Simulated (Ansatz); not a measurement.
Consider the cleavage of the Si–B bond: `N[SiH](Cl)BF` + `N[SiH2]N` → `N[SiH2]N[SiH](N)Cl` + `BF`.

Computed with Ansatz on PBE0-D4/def2-TZVP structures; ΔE is electronic, products minus reactants. CBS: MP2 limit from def2 TZ/QZ plus the TZ coupled-cluster correction, frozen cores. This one scheme is used for every species. Functionals use def2-TZVPP. B3LYP here is the variant with VWN-RPA as its local correlation; programs differ in this. One conformer a species, not always the lowest.

```json
{"level": "PBE-D4", "ΔE (kJ/mol)": "-95.4", "difference from CCSD(T)/CBS": "17.8"}
{"level": "B3LYP-D4", "ΔE (kJ/mol)": "-111.8", "difference from CCSD(T)/CBS": "1.4"}
{"level": "B2PLYP", "ΔE (kJ/mol)": "-109.3", "difference from CCSD(T)/CBS": "3.9"}
{"level": "PBE", "ΔE (kJ/mol)": "-87.1", "difference from CCSD(T)/CBS": "26.1"}
{"level": "PBE0", "ΔE (kJ/mol)": "-96.0", "difference from CCSD(T)/CBS": "17.2"}
{"level": "CCSD(T)/def2-TZVPP", "ΔE (kJ/mol)": "-114.7", "difference from CCSD(T)/CBS": "-1.5"}
{"level": "HF/def2-QZVPP", "ΔE (kJ/mol)": "-115.1", "difference from CCSD(T)/CBS": "-1.9"}
{"level": "SCS-MP2/def2-QZVPP", "ΔE (kJ/mol)": "-119.1", "difference from CCSD(T)/CBS": "-5.9"}
{"level": "HF/CBS(def2)", "ΔE (kJ/mol)": "-115.2", "difference from CCSD(T)/CBS": "-2.0"}
{"level": "MP2/CBS(def2)", "ΔE (kJ/mol)": "-121.9", "difference from CCSD(T)/CBS": "-8.7"}
{"level": "CCSD(T)/CBS", "ΔE (kJ/mol)": "-113.2", "difference from CCSD(T)/CBS": "0"}
```

Largest T1 diagnostic among the species: 0.013.

The D4 term adds −13.1 kJ/mol with B3LYP and −7.5 kJ/mol with PBE0; it sums over pairs of atoms, weighted by their polarisabilities, and B3LYP, whose exchange is more repulsive, gets the larger term. From PBE to PBE0 (25 % exact exchange), in def2-TZVPP and without D4, ΔE moves by −8.9 kJ/mol.
